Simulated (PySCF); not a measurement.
CH4F2NOTa, SMILES C[N]=[Ta]([OH])([F])[F], multiplicity 1.

The structure is a stationary point at PBE-D3(BJ)/def2-SVP. The multiplicity is an assumed one; other spin states were not compared. The def2 effective core potentials stand for the cores of Ta; spin–orbit coupling is left out. One conformer was computed; it need not be the lowest.

Level of theory: TDDFT-PBE/def2-SVPD (PySCF).

Vertical excitations.  State labels are in the subgroup Cs.

Computed UV-visible absorptions:
| state | symmetry | energy (eV) | λ (nm) | f | main pairs |
|---|---|---|---|---|---|
| S1 | A" | 4.70 | 264 | 0.001 | HOMO→LUMO 91 % |
| S2 | A' | 4.93 | 251 | 0.000 | HOMO−1→LUMO 52 %, HOMO→LUMO+1 45 % |
| S3 | A" | 5.04 | 246 | 0.000 | HOMO−1→LUMO+1 90 % |
| S4 | A" | 5.09 | 243 | 0.006 | HOMO→LUMO+2 98 % |
| S5 | A' | 5.11 | 243 | 0.026 | HOMO→LUMO+1 47 %, HOMO−1→LUMO 34 %, HOMO→LUMO+5 7 % |
| S6 | A' | 5.24 | 237 | 0.005 | HOMO−1→LUMO+2 95 % |
| S7 | A" | 5.64 | 220 | 0.003 | HOMO→LUMO+3 98 % |
| S8 | A' | 5.78 | 214 | 0.009 | HOMO−1→LUMO+3 92 % |
| S9 | A" | 5.93 | 209 | 0.000 | HOMO→LUMO+4 95 % |
| S10 | A' | 6.18 | 201 | 0.002 | HOMO−1→LUMO+4 72 %, HOMO→LUMO+5 23 % |
| T1 | A' | 4.32 | 287 | 0 | HOMO−1→LUMO 63 %, HOMO→LUMO+1 30 % |
| T2 | A" | 4.43 | 280 | 0 | HOMO→LUMO 89 % |
| T3 | A' | 4.53 | 274 | 0 | HOMO→LUMO+1 66 %, HOMO−1→LUMO 31 % |
| T4 | A" | 4.76 | 261 | 0 | HOMO−1→LUMO+1 89 % |
Triplets are in the Tamm–Dancoff approximation, which puts them higher than full response would, so one can lie above its singlet here.
